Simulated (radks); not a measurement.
Values are calculated unless marked as measured or tabulated.
The strontium ion Sr2+ inside a hard spherical wall (all orbitals vanish at R), configuration held at [Kr] and not refilled when levels cross. Level of theory: scalar-relativistic Kohn-Sham, PBE, spin-unpolarised, spherical densities, point nucleus (a radial shooting solver on a logarithmic mesh with Libxc functionals). Eigenvalues in eV, with the zero of energy where the potential of the charges vanishes at infinity; a dash marks a level that is unbound or too diffuse for the functional's potential to be trusted. A positive occupied level is held by the wall or, in an anion where self-interaction has pushed it up, behind a barrier. The pressure on the wall is -dE/dV.

R (bohr)	E (hartree)	kinetic (hartree)	e(3p)	e(3d)	e(4s)	e(4p)	e(5s, empty)	e(4d, empty)	pressure (GPa)
free	-3178.87214	3259.923	-270.21	-142.07	-54.725	-36.517	-13.595	-13.290	0
15	-3178.87214	3259.923	-270.21	-142.07	-54.725	-36.517	-13.595	-13.290	< 0.0001
10	-3178.87214	3259.923	-270.21	-142.07	-54.725	-36.517	-13.593	-13.290	< 0.0001
8	-3178.87214	3259.923	-270.21	-142.07	-54.725	-36.517	-13.547	-13.282	< 0.0001
6	-3178.87202	3259.925	-270.20	-142.06	-54.719	-36.511	-12.884	-13.142	0.0240
5	-3178.86998	3259.951	-270.13	-141.99	-54.661	-36.450	-11.068	-12.693	0.562
3.5	-3178.75060	3260.907	-267.92	-139.79	-53.060	-34.641	3.679	-8.264	60.5
3	-3178.42832	3262.912	-264.20	-136.09	-50.262	-31.332	20.846	-2.552	298
2	-3172.86040	3286.393	-236.31	-108.42	-21.360	2.840	149.33	43.764	9470
1.5	-3154.10566	3348.290	-192.44	-63.957	55.172	87.852	403.14	140.02	78100
